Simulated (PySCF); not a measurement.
# Reading the logs of faulty runs: AlCH6OSi

Calculated results; nothing here was measured. They come from PySCF 2.14.0, an open-source quantum chemistry program, on an isolated molecule that a program drew, which may never have been made. The molecule is AlCH6OSi (charge 0, doublet), drawn as the SMILES string `O[SiH2][CH][AlH2]`.

Each row is a Hartree-Fock (HF) and frozen-core CCSD(T) single point in the cc-pV(D+d)Z basis, meant for a local HF minimum. Run 1 is clean. Each other run has one planted mistake out of seven kinds, and not every kind appears here: one electron removed, one electron added, multiplicity raised by two, geometry at a saddle point, minimal basis STO-3G, one bond length entered in bohr, all coordinates scaled. The reference is restricted for singlets and unrestricted otherwise, and also for a bond in bohr. Adding or removing an electron swaps singlet and doublet. Electrons count all cores. HOMO and LUMO are orbital energies over both spins, the gradient is its largest component, and the lowest frequency (negative if imaginary) is given only where the gradient is small. Bond lengths are over the 9 bonds as drawn. T1 is the CCSD diagnostic: over 0.02 (restricted) or 0.045 (unrestricted) a single reference is doubtful.

Geometry of the clean run:
```xyz
10
AlCH6OSi, angstrom
O    -1.0074   -3.1800   -1.8145
Si   -0.7803   -1.5906   -1.4161
C     0.9792   -1.2155   -0.9315
Al    2.0639    0.3646   -1.2694
H    -0.5919   -3.5234   -2.5905
H    -1.1687   -0.7183   -2.5502
H    -1.6859   -1.3456   -0.2752
H     1.4362   -2.0042   -0.3252
H     3.5340    0.4460   -0.6940
H     1.4750    1.5574   -2.1229
```

| run | electrons | basis functions | <S^2> | HOMO (eV) | LUMO (eV) | gradient (hartree/bohr) | lowest frequency (cm^-1) | mean bond (Å) | longest bond (Å) | T1 | HF (hartree) | CCSD(T) (hartree) | mistake |
|---|---|---|---|---|---|---|---|---|---|---|---|---|---|
| 1 | 47 | 104 | 0.758 | -10.52 | 0.33 | 2.5e-05 | 35 | 1.5138 | 1.946 | 0.0129 | -647.08781 | -647.61727 | no fault |
| 2 | 46 | 104 | 0.000 | -16.37 | -7.37 | 6.4e-02 | - | 1.5138 | 1.946 | 0.0230 | -646.76233 | -647.27766 | one electron removed |
| 3 | 47 | 104 | 1.687 | -8.73 | 0.63 | 2.1e-02 | - | 1.6980 | 3.521 | 0.0223 | -646.97420 | -647.47661 | one bond length entered in bohr |
| 4 | 48 | 104 | 0.000 | -1.86 | 6.75 | 5.9e-02 | - | 1.5138 | 1.946 | 0.0160 | -647.09734 | -647.67575 | ? |
| 5 | 47 | 104 | 0.760 | -10.44 | 0.34 | 3.8e-02 | - | 1.5895 | 2.043 | 0.0141 | -647.06739 | -647.60429 | ? |

**Which mistake was planted in run 4, and what did it cost?**

It counts 48 electrons, one more than the clean run, at the same geometry and basis. So the mistake is: one electron added. Subtracting run 1 and multiplying by 627.51 kcal/mol a hartree, the energy moved by -6.0 kcal/mol in HF and -36.7 kcal/mol in CCSD(T).

**Which mistake was planted in run 5, and what did it cost?**

The mean and the longest bond both change by the same factor, 1.050, and the gradient is no longer small. So the mistake is: all coordinates scaled. Subtracting run 1 and multiplying by 627.51 kcal/mol a hartree, the energy moved by 12.8 kcal/mol in HF and 8.1 kcal/mol in CCSD(T).

Cautions from the logs. Run 2: T1 is over the limit, so its CCSD(T) energy is less reliable.
